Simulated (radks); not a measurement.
Spherical quantum dot in the effective-mass picture: electrons in a well V = -V0 / (1 + exp((r - R)/a)) with V0 = 11.4, R = 4.48, a = 0.48, all in effective atomic units (hartree* = m*/eps^2 hartree, bohr* = eps/m* bohr), one dielectric constant everywhere. Method: non-relativistic Kohn-Sham, PBE, spin-polarised, spherical densities; computed with a radial shooting solver with Libxc functionals. Levels are named by radial order and angular momentum (1s, 1p, 1d, 2s, ...), and open shells are averaged over m. At N = 27 the configuration is 1s2 1p6 1d10 1f(up 7, down 2). Does electron 28 go into 2s up or 1f down or 2s down?

Answer. Into 1f down. The total energies of the other choices lie higher by 0.105 hartree* (2s up), 0.119 hartree* (2s down).
